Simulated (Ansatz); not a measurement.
Molecule: C$_{2}$H$_{10}$OSi$_{2}$, net charge 0, singlet state. 
Structure (B3LYP-D3(BJ)/def2-TZVP (Ansatz, a program for electronic structure) minimum search):
```xyz
15

C     -2.8552    -0.5283     0.1947
O     -1.5280    -0.2602    -0.2076
C     -0.9465     0.8367     0.4815
Si     0.8227     1.0522    -0.1695
Si     1.9148    -1.0201    -0.1185
H     -2.9038    -0.7720     1.2635
H     -3.5093     0.3312     0.0019
H     -3.2047    -1.3820    -0.3842
H     -1.5372     1.7516     0.3285
H     -0.9260     0.6484     1.5653
H      1.5174     2.0355     0.7019
H      0.7945     1.5964    -1.5497
H      1.7391    -1.6422     1.2180
H      3.3692    -0.8486    -0.3627
H      1.3703    -1.9357    -1.1476
```
Charge 0, spin multiplicity 1.

Dipole moments at this geometry, in debye (magnitudes).

```csv
level,program,dipole (D)
SVWN5/def2-TZVPD,Ansatz,1.64
PBE/def2-TZVPD,Ansatz,1.62
B97M-V/def2-TZVPD,Ansatz,1.73
PBE0/def2-TZVPD,Ansatz,1.68
r2SCANh/def2-TZVPD,Ansatz,1.67
HSE06/def2-TZVPD,Ansatz,[?]
CAM-B3LYP/def2-TZVPD,Ansatz,1.71
LC-wPBE/def2-TZVPD,Ansatz,1.74
wB97X-V/def2-TZVPD,Ansatz,1.70
CCSD(T)/aug-cc-pV(D+d)Z,Ansatz,[?]
```

**Question.** Complete the blanks.

**Answer.** 
- HSE06/def2-TZVPD, dipole (D): 1.68
- CCSD(T)/aug-cc-pV(D+d)Z, dipole (D): 1.67
